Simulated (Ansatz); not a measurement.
Calculated with Ansatz (gas phase, PBE0-D4/def2-TZVP geometries, no zero-point term in ΔE). CBS: MP2 limit from def2 TZ/QZ plus the TZ coupled-cluster correction, frozen cores. DFT in def2-TZVPP. B3LYP here is the variant with VWN-RPA as its local correlation; programs differ in this. def2 core potentials past Kr. For Sb outer-core shells are correlated without core-valence functions, which leaves a few kJ/mol of doubt a bond. Each species was taken in one conformer, which may not be the lowest.

Reaction (redistribution): `C=C[SiH2]N[SiH3]` + `[SH][SbH2]` → `C=C[SiH2]S` + `[SiH3][NH][SbH2]`

`C=C[SiH2]N[SiH3]`:

Cartesian coordinates in Å:
```
C 2.940 0.027 -0.046
C 1.745 0.583 0.139
Si 0.252 -0.412 0.620
N -1.013 -0.278 -0.548
Si -2.662 0.177 -0.331
H 3.093 -1.042 0.081
H 3.816 0.605 -0.326
H 1.648 1.659 -0.005
H -0.331 0.065 1.901
H 0.728 -1.816 0.781
H -0.749 -0.521 -1.494
H -2.838 0.559 1.091
H -3.027 1.328 -1.204
H -3.601 -0.933 -0.659
```

`[SH][SbH2]`:

Cartesian coordinates in Å:
```
S 1.316 0.199 -0.709
Sb -0.894 -0.302 0.159
H 1.121 -0.520 -1.825
H -0.337 -0.685 1.730
H -1.207 1.308 0.646
```

`C=C[SiH2]S`:

Cartesian coordinates in Å:
```
C 0.839 -0.980 -1.188
C 0.797 -0.428 0.022
Si -0.300 1.018 0.404
S -1.702 0.571 1.959
H 0.238 -0.600 -2.010
H 1.474 -1.832 -1.415
H 1.414 -0.849 0.813
H -0.983 1.413 -0.856
H 0.461 2.168 0.955
H -2.238 -0.481 1.317
```

`[SiH3][NH][SbH2]`:

Z-matrix (Å, degrees):
```
Si
N 1 1.720
H 1 1.489 2 108.9
H 1 1.492 2 113.7 3 120.6
H 1 1.487 2 108.8 3 -120.1
Sb 2 2.028 1 126.1 3 172.9
H 2 1.008 1 118.1 3 -28.8
H 6 1.720 2 96.6 1 37.4
H 6 1.713 2 94.5 1 -53.2
```

```csv
level,ΔE (kJ/mol)
B3LYP,59.5
HF/def2-SVP,66.0
```

(1) What does CCSD(T)/CBS give? (Estimate.)

Largest T1 diagnostic among the species: 0.013.

Results:

(1) The calculation gave: +54.5 kJ/mol. The listed levels differ from it by 5.0, 11.5 kJ/mol.

Leaving LDA and LC-ωPBE aside and taking each functional with its dispersion term where it has one, the values, not all of them listed here, spread over 9.3 kJ/mol, from revPBE-D4 to BHLYP-D4. From BLYP to BHLYP (50 % exact exchange), in def2-TZVPP and without D4, ΔE moves by +4.5 kJ/mol. In def2-TZVPP, CCSD(T) changes the Hartree–Fock value by −11.5 kJ/mol (the triples alone add −1.8 kJ/mol) and MP2 by −12.4 kJ/mol.
